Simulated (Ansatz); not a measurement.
Computed with frozen-core CCSD(T)/cc-pVTZ // B3LYP-D3(BJ)/def2-TZVP (Ansatz, a quantum-chemistry and plane-wave program).

Ansatz 0.2 input:
```yaml
crystal:
  periodic: [false, false, false]
  atoms:
    - { symbol: S, position_ang: [-1.037763, -1.511291, -0.355776] }
    - { symbol: B, position_ang: [0.218641, -0.249393, -0.030664] }
    - { symbol: S, position_ang: [1.928756, -0.851887, -0.021265] }
    - { symbol: S, position_ang: [-0.0872, 1.50589, 0.274999] }
    - { symbol: H, position_ang: [-2.119004, -0.71961, -0.285926] }
    - { symbol: H, position_ang: [2.523286, 0.324479, 0.239804] }
    - { symbol: H, position_ang: [-1.426716, 1.501813, 0.178828] }
basis:
  gaussian: { orbitals: cc-pVTZ }
correlation:
  method: ccsd_t
```

Output:

```
Functional definition: HF
998 factors; integrals over basis functions are off by at most 1.5e-3 eV
mean field evaluation 1: about -33173.3068 eV, gradient 1.9e1 eV
mean field evaluation 2: about -33173.5952 eV, gradient 1.9e1 eV
mean field evaluation 4: about -33175.3367 eV, gradient 2.8e0 eV
mean field evaluation 8: about -33175.3798 eV, gradient 2.5e-1 eV
mean field evaluation 16: about -33174.8037 eV, gradient 7.1e0 eV
mean field -33175.38018277 eV, -1219.1727346363 hartree, gradient 9.4e-6 eV, S^2 0.000000; 0 other end points of the search recorded, 0 dependent functions left out
16 core orbitals not correlated
reference -33175.38018277 eV, -1219.1727346363 hartree; 12, 12 occupied and 146, 146 virtual orbitals, 998 factors
second order -17.19306586 eV of doubles, -0.00000000 eV of singles
cycle   1  -18.07572569 eV  change   -8.8e-1 eV  update   9.9e-2
cycle   2  -18.53571632 eV  change   -4.6e-1 eV  update   2.9e-2
cycle   3  -18.62660192 eV  change   -9.1e-2 eV  update   1.5e-2
cycle   4  -18.61981298 eV  change    6.8e-3 eV  update   4.0e-3
cycle   5  -18.61798289 eV  change    1.8e-3 eV  update   1.6e-3
cycle   6  -18.61756378 eV  change    4.2e-4 eV  update   4.6e-4
cycle   7  -18.61753458 eV  change    2.9e-5 eV  update   1.2e-4
cycle   8  -18.61757681 eV  change   -4.2e-5 eV  update   3.9e-5
cycle   9  -18.61758150 eV  change   -4.7e-6 eV  update   1.1e-5
perturbative correction -0.91823331 eV, -0.0337444517 hartree
Total energy: -33194.91599757 eV, -1219.8906625886 hartree
```

Cost: roughly 60 core-seconds.
